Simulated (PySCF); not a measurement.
Estimate the missing entries of this data sheet.

Compound: C7H10FOP.
SMILES: `c1(F)c([pH]c(c1C)C)OC`

Conformer (atom-mapped SMILES and torsion angles): `[CH3:1][O:2][c:3]1[pH:4][c:5]([CH3:6])[c:7]([CH3:8])[c:9]1[F:10]`: C1–O2–C3–P4 15°.

```json
{"property": "point group of the GFN2-xTB geometry", "level": "GFN2-xTB", "value": "?"}
{"property": "rotational constants A, B, C of the GFN2-xTB geometry", "level": "GFN2-xTB", "value": "?"}
{"property": "dipole moment", "level": "PBE0/pcSseg-1", "value": "2.39 D"}
{"property": "HOMO energy", "level": "PBE0/pcSseg-1", "value": "?"}
{"property": "LUMO energy", "level": "PBE0/pcSseg-1", "value": "?"}
{"property": "13C chemical shifts (computed TMS as zero) by class", "level": "GIAO PBE0/pcSseg-1", "value": "152.1 (1 C), 151.9 (1 C), 147.1 (1 C), 123.3 (1 C), 60.2 (1 C), 16.3 (1 C), 13.7 (1 C) ppm"}
{"property": "1H chemical shifts (computed TMS as zero) by class", "level": "GIAO PBE0/pcSseg-1", "value": "?"}
{"property": "isotropic shieldings of nuclei other than C and H, by class", "level": "GIAO PBE0/pcSseg-1", "value": "?"}
```

The electronic properties come from PySCF, for the isolated species, density fitting. One conformer (not necessarily the lowest) at the GFN2-xTB geometry, without solvent or vibrations. GFN2-xTB frequencies show an imaginary mode (31i cm⁻¹), so this geometry is no minimum at that level. NMR classes are plain means over equivalent atoms (diastereotopic ones count apart unless rotation or inversion swaps them), as if these changed places fast; in this geometry the members of some classes differ.

The LUMO energy?

-0.73 eV.

The rotational constants A, B, C of the GFN2-xTB geometry?

1.638, 0.971, 0.621 GHz.

The HOMO energy?

-5.69 eV.

What are the isotropic shieldings of nuclei other than C and H, by class?

246 (1 O), 312 (1 F), 422 (1 P) ppm.

The 1H chemical shifts (computed TMS as zero) by class?

4.77 (1 H), 3.84 (3 H), 2.16 (3 H), 2.14 (3 H) ppm.

Give the point group of the GFN2-xTB geometry.

C1.

The dipole matches unit charges of opposite sign 0.50 Å apart (1 e·Å = 4.8032 D). The rotational constants make it an asymmetric top with κ = (2B − A − C)/(A − C) = -0.31, nearer the prolate limit (−1). A dipole of 2.39 D is allowed in C1, and pure rotational transitions are dipole-allowed. With B = h/(8π²I), that is 505.379 GHz u Å² over I, the principal moments of inertia are 308.5, 520.5 and 814.4 u Å² (most abundant isotopes); the inertial defect Ic − Ia − Ib is -14.6 u Å² (zero for a rigid planar frame, negative otherwise).

For the NMR shielding job (PBE0/pcSseg-1), on one thread of an Arm Neoverse V2, no GPU (shared host), this took 57 s of wall time (with the writing of density and orbital grids).
